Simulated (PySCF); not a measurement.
CH$_{3}$NO$_{2}$Si (SMILES O=C=N[SiH2]O), singlet, geometry from GFN2-xTB; WB97X/6-31G, TDDFT (PySCF).

Input for PySCF:
```python
from pyscf import gto, scf, dft, tdscf

mol = gto.M(
    atom='''
Si   -0.94193951    0.72947217   -0.04036926
O    -2.14117844   -0.17663318   -0.62769316
N     0.49213093   -0.23986759   -0.03649958
C     1.59651689   -0.48434414    0.32268139
O     2.66992678   -0.80185165    0.61350949
H    -0.63565060    1.87403204   -0.89348039
H    -1.37160848    1.02342221    1.31437748
H    -2.05959219   -0.69704790   -1.42284926
''',
    basis='6-31g',
    verbose=4,
)

mf = dft.RKS(mol)
mf.xc = 'wb97x'
mf.kernel()
td = mf.TDDFT()
td.nstates = 5
td.kernel()
td.analyze()
```

Output, abridged:

```
PySCF version 2.14.0

[INPUT] verbose = 4
[INPUT] num. atoms = 8
[INPUT] num. electrons = 46
[INPUT] charge = 0
[INPUT] spin (= nelec alpha-beta = 2S) = 0
[INPUT] symmetry False subgroup None
[INPUT] Mole.unit = angstrom
[INPUT] Symbol           X                Y                Z      unit          X                Y                Z       unit  Magmom
[...]
nuclear repulsion = 206.182629818466
number of shells = 33
number of NR pGTOs = 146
number of NR cGTOs = 55
basis = 6-31g
ecp = {}

******** <class 'pyscf.dft.rks.RKS'> ********
method = RKS
initial guess = minao
damping factor = 0
level_shift factor = 0
DIIS = <class 'pyscf.scf.diis.CDIIS'>
diis_start_cycle = 1
diis_space = 8
diis_damp = 0
SCF conv_tol = 1e-09
SCF conv_tol_grad = None
SCF max_cycles = 50
direct_scf = True
direct_scf_tol = 1e-13
XC library pyscf.dft.libxc version 7.1.2
    S. Lehtola, C. Steigemann, M. J. T. Oliveira, and M. A. L. Marques,  SoftwareX 7, 1–5 (2018)
XC functionals = wb97x
    J.-D. Chai and M. Head-Gordon,  J. Chem. Phys. 128, 084106 (2008)
radial grids:
    Treutler-Ahlrichs [JCP 102, 346 (1995); DOI:10.1063/1.469408] (M4) radial grids

becke partition: Becke, JCP 88, 2547 (1988); DOI:10.1063/1.454033
pruning grids: <function nwchem_prune>
grids dens level: 3
symmetrized grids: False
atomic radii adjust function: <function treutler_atomic_radii_adjust>
small_rho_cutoff = 0
Set gradient conv threshold to 3.16228e-05
Initial guess from minao.
tot grids = 104792
init E= -535.322996403972
[...]
cycle= 1 E= -534.228382068753  delta_E= 1.09  |g|= 0.955  |ddm|= 2.98
[...]
cycle= 2 E= -534.150694266573  delta_E= 0.0777  |g|= 1.24  |ddm|= 1.61
[...]
cycle= 3 E= -534.419691799292  delta_E= -0.269  |g|= 0.188  |ddm|= 0.897
[...]
cycle= 4 E= -534.426162486151  delta_E= -0.00647  |g|= 0.0589  |ddm|= 0.166
[...]
cycle= 5 E= -534.426919901142  delta_E= -0.000757  |g|= 0.00368  |ddm|= 0.0544
[...]
cycle= 6 E= -534.426926018494  delta_E= -6.12e-06  |g|= 0.000839  |ddm|= 0.0103
[...]
cycle= 7 E= -534.426926320919  delta_E= -3.02e-07  |g|= 0.000452  |ddm|= 0.00224
[...]
cycle= 8 E= -534.42692636961  delta_E= -4.87e-08  |g|= 0.000148  |ddm|= 0.000534
[...]
cycle= 9 E= -534.426926377432  delta_E= -7.82e-09  |g|= 3.54e-05  |ddm|= 0.000292
[...]
cycle= 10 E= -534.426926378297  delta_E= -8.66e-10  |g|= 1.12e-05  |ddm|= 8.86e-05
[...]
Extra cycle  E= -534.426926378412  delta_E= -1.14e-10  |g|= 8.85e-06  |ddm|= 3.12e-05
converged SCF energy = -534.426926378412

[...]

** Singlet excitation energies and oscillator strengths **
Excited State   1:      7.07361 eV    175.28 nm  f=0.0006
      21 -> 24       -0.10324
      21 -> 27        0.10999
      22 -> 26       -0.11005
      23 -> 24       -0.55040
      23 -> 25        0.20519
      23 -> 27        0.30036
Excited State   2:      7.69093 eV    161.21 nm  f=0.0187
      21 -> 26       -0.11624
      22 -> 24       -0.44591
      22 -> 25        0.18441
      22 -> 27        0.22593
      23 -> 25       -0.13925
      23 -> 26       -0.37851
      23 -> 27        0.10107
Excited State   3:      8.01579 eV    154.68 nm  f=0.0019
      22 -> 25       -0.19784
      22 -> 26       -0.60224
      22 -> 27        0.18008
      23 -> 24        0.16607
Excited State   4:      8.20213 eV    151.16 nm  f=0.0087
      21 -> 24        0.54921
      21 -> 28       -0.11177
      22 -> 26       -0.13729
      23 -> 24       -0.24015
      23 -> 25       -0.18976
      23 -> 27       -0.20456
Excited State   5:      8.69362 eV    142.62 nm  f=0.0239
      20 -> 24        0.21017
      21 -> 24       -0.28484
      21 -> 27       -0.14003
      23 -> 24       -0.21435
      23 -> 25       -0.48623
      23 -> 27       -0.11153
      23 -> 28       -0.11341

** Transition electric dipole moments (AU) **
state          X           Y           Z        Dip. S.      Osc.
  1        -0.0259     -0.0230     -0.0451      0.0032      0.0006
  2         0.3038      0.0001      0.0831      0.0992      0.0187
  3         0.0829      0.0507      0.0096      0.0095      0.0019
  4        -0.0886     -0.1845     -0.0376      0.0433      0.0087
  5        -0.1817      0.2532     -0.1234      0.1123      0.0239

** Transition velocity dipole moments (imaginary part, AU) **
state          X           Y           Z        Dip. S.      Osc.
  1         0.0009      0.0028     -0.0292      0.0009      0.0022
  2         0.0851     -0.0009      0.0214      0.0077      0.0182
  3         0.0301      0.0305     -0.0207      0.0023      0.0051
  4        -0.0183     -0.0916      0.0298      0.0096      0.0213
  5        -0.0660      0.1089     -0.0774      0.0222      0.0463

** Transition magnetic dipole moments (imaginary part, AU) **
state          X           Y           Z
  1         0.2839     -0.1482      0.0025
  2         0.0265     -0.0696      0.0455
  3        -0.1620      0.1643      0.1459
  4         0.5766     -0.8309     -0.6306
  5        -0.3765     -0.3181      0.1253
```
